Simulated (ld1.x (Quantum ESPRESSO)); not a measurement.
**P (Z = 15): TM pseudisation with PBE, fully relativistic reference atom.**

ld1.x (Quantum ESPRESSO) 7.5 input, shortened:

```
&input
   title='P', zed=15., rel=2, dft='PBE', iswitch=3,
   config='[Ne] 3s2 3p3 3d-2', rel_dist='average'
 /
 &inputp
   pseudotype=2, tm=.true., lloc=-2, rcloc=1.35,
   nlcc=.true., new_core_ps=.true.
 /
3
3S  1  0   2.00   0.00  1.50  1.50  0.0
3P  2  1   3.00   0.00  1.45  1.45  0.0
3D  3  2  -2.00   0.30  1.35  1.35  0.0
 &test
   configts(1)='3s2 3p3'
 /
```

Open shells are filled in proportion to 2j + 1 (rel_dist='average').

All-electron outer shells of the reference configuration (PBE, scalar-relativistic, ld1.x):

```
shell  level (eV)  outermost node (bohr)  outermost maximum (bohr)
   2s     -173.99                   0.14                      0.42
   2p     -124.49                      –                      0.36
   3s      -13.97                   0.65                      1.58
   3p       -5.51                   0.64                      1.83
```

Results:

```
Cutoffs needed           : 35 Ry and 55 Ry (the cutoffs (Ry, on a coarse ladder) from which the occupation-weighted sum of valence levels, in a spherical-Bessel basis at the reference potential, stays within 10 and 1 mRy of its value at 400 Ry)
Ghost test               : no extra level below or beside the all-electron valence levels (s, p1/2, p3/2, d3/2, d5/2, f tested) (spherical-Bessel basis up to 400 Ry, 20 bohr box)
Largest excitation error : +77 meV (all-electron minus pseudo) for 3s2 3p0, out of 7 test configurations
```

Generation and tests took about 5 s on one core of a shared server CPU.
